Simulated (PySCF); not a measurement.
(Me)3Si-NH-SiH3, C3H13NSi2.
Bonds: Si1–C2, Si1–C3, Si1–C4, Si1–N5, N5–Si6. Hydrogens: H7, H8, H9 on C2; H10, H11, H12 on C3; H13, H14, H15 on C4; H16 on N5; H17, H18, H19 on Si6.

A GFN2-xTB structure was refined with PBE0-D3(BJ)/def2-SVP geometry optimisation, gas phase (PySCF). Its GFN2-xTB values:

| coordinate | GFN2-xTB |
| --- | --- |
| Si1–C2 | 1.931 Å |
| Si1–N5 | 1.698 Å |
| C2–H7 | 1.079 Å |
| N5–Si6 | 1.715 Å |
| N5–H16 | 0.942 Å |
| Si6–H17 | 1.466 Å |
| Si1–N5–Si6 | 125.7° |
| C2–Si1–C3 | 110.5° |
| C2–Si1–N5 | 112.2° |
| C4–Si1–N5 | 105.6° |
| C2–Si1–N5–Si6 | 65° |

Question: How do these coordinates change at the PBE0-D3(BJ)/def2-SVP level?

Answer: 
```
   coordinate  PBE0-D3(BJ)/def2-SVP (Å or °)  change
       N5–H16                          1.016  +0.074
       Si1–N5                          1.757  +0.059
       Si1–C2                          1.879  -0.052
      Si6–H17                          1.495  +0.029
        C2–H7                          1.101  +0.022
       N5–Si6                          1.733  +0.018
   Si1–N5–Si6                          128.4    +2.7
    C2–Si1–N5                          110.2    -2.0
    C2–Si1–C3                          109.0    -1.5
    C4–Si1–N5                          106.6    +1.0
C2–Si1–N5–Si6                             58      -7
```

The energy falls by 18.1 kcal/mol over 17 energy and gradient evaluations, the largest force component goes from 0.0625 to 4.4e-04 Eh/bohr, and the atoms move by 0.413 Å rms after alignment. The bond that changes most is N5–H16 (ends: nitrogen bonded to 2 Si and H; hydrogen on nitrogen), which lengthens by 0.074 Å. Bonds longer at the end by more than 0.005 Å: 10 of 18; shorter: 7. Among the dihedrals that turn most is Si1–N5–Si6–H18, from 166° to 124°. Rotational constants go from 2977, 1320, 1318 to 2998, 1295, 1283 MHz.

The run used 157 basis functions and 105 SCF cycles in all. The run took 7.7 min on an AMD EPYC with one thread, no GPU (shared host), and the process peaked at 0.64 GiB of memory.

No PBE0-D3(BJ)/def2-SVP frequencies stand behind this structure, so it isn't proved a minimum.
